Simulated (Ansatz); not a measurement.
F3H3SiSn (`[F][Sn]([F])([F])[SiH3]`) from Hartree–Fock to CCSD(T)

```xyz
8

F     2.511   -0.540    0.394
Sn    0.936   -0.189   -0.614
F     1.451    1.248   -1.749
F     0.833   -1.673   -1.801
Si   -1.174    0.236    0.773
H    -0.893    1.423    1.610
H    -2.266    0.477   -0.195
H    -1.399   -0.982    1.582
```

Charge 0, multiplicity 1. Correlated methods include outer-core shells of Sn, which these sets cover unevenly. Sn: def2 effective core potential. The structure was optimised at the PBE0-D4/def2-TZVP level. Frozen core, restricted reference, the Gaussian-basis code of Ansatz.

| basis | HF (Eh) | MP2 corr. | CCSD corr. | (T) | CCSD(T) total |
| --- | --- | --- | --- | --- | --- |
| def2-SVP | -802.08716 | -0.76800 | -0.79763 | -0.01468 | -802.89947 |
| def2-TZVPP | -802.59819 | -1.19445 | -1.20622 | -0.03616 | -803.84057 |
| def2-QZVPP | -802.62617 | -1.49287 | – | – | – |
